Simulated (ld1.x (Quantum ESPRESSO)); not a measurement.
## What one change does to a pseudopotential (cobalt, TM)

| Quantity | Value |
| --- | --- |
| Element | Co (Z = 27) |
| Generator | ld1.x (Quantum ESPRESSO) 7.5 |
| Type | norm-conserving Troullier–Martins (Kleinman–Bylander form) |
| Functional | PBEsol |
| Relativity | scalar-relativistic |
| Frozen core | [Ne] 3s2 |
| Valence charge | 15 |
| Reference configuration | 3p6 3d7 4s0.5 4p0 (charge +1.5) |
| Partial waves | 3p (bound): rc 1.00 bohr; 3d (bound): rc 0.80 bohr; 4s (bound): rc 1.80 bohr |
| Local potential | the s channel |
| Core correction | none |

Change: wave 3p (bound): rc 1.00 bohr becomes 3p (bound): rc 0.84 bohr.

Cutoffs: the cutoffs (Ry, on a coarse ladder) from which the occupation-weighted sum of valence levels, in a spherical-Bessel basis at the reference potential, stays within 10 and 1 mRy of its value at 400 Ry; they do not see the model core or the augmentation charge, which bear on the density cutoff. Errors are all-electron minus pseudo energies relative to the spin-unpolarised reference configuration.

What does the change do?

The errors of the 7 common tests hardly move; neither file shows a bound ghost at the reference potential, the only one tested.

| quantity | base | changed |
| --- | --- | --- |
| cutoff, loose | 300 Ry | 300 Ry |
| cutoff, tight | over 300 Ry | over 300 Ry |
| loose cutoff by channel (10 mRy a level) | p 70 Ry, d 260 Ry, s 10 Ry | p 100 Ry, d 260 Ry, s 10 Ry |
| bound ghosts | none | none |
| error for 3p6 3d7 4s2 4p0, meV [ΔE -16.40 eV] | -10 | -10 |
| error for 3p6 3d7 4s1 4p0, meV [ΔE -7.35 eV] | -1.3 | -1.3 |
| error for 3p6 3d7 4s0 4p0, meV [ΔE 9.35 eV] | -3.6 | -3.6 |
| error for 3p6 3d5 4s0 4p0, meV [ΔE 100.50 eV] | -1500 | -1504 |
| error for 3p6 3d7.5 4s1.5 4p0, meV [ΔE -17.36 eV] | -22 | -22 |
| error for 3p6 3d6 4s0 4p0, meV [ΔE 45.18 eV] | -319 | -320 |
| error for 3p6 3d6 4s2 4p1, meV [ΔE -6.71 eV] | -1353 | -1355 |
| s: phases at 1.96 bohr within 0.05 rad from the reference energy up to (Ry; the scan ends near 5) | 1.7 | 1.7 |
| p: phases at 1.96 bohr within 0.05 rad from the reference energy up to (Ry; the scan ends near 5) | -2.8 | -2.8 |
| d: phases at 1.96 bohr within 0.05 rad from the reference energy up to (Ry; the scan ends near 5) | -0.4 | -0.4 |

Base: These tests converged, but a pseudo level misses the all-electron one widely, so the file describes the atom poorly there or has found another state: 3p6 3d5 4s0 4p0: empty 4p by 4.6 eV (a node warning on the way); 3p6 3d6 4s0 4p0: empty 4p by 2.9 eV. Changed file: These tests converged, but a pseudo level misses the all-electron one widely, so the file describes the atom poorly there or has found another state: 3p6 3d5 4s0 4p0: empty 4p by 4.6 eV (a node warning on the way); 3p6 3d6 4s0 4p0: empty 4p by 2.9 eV.
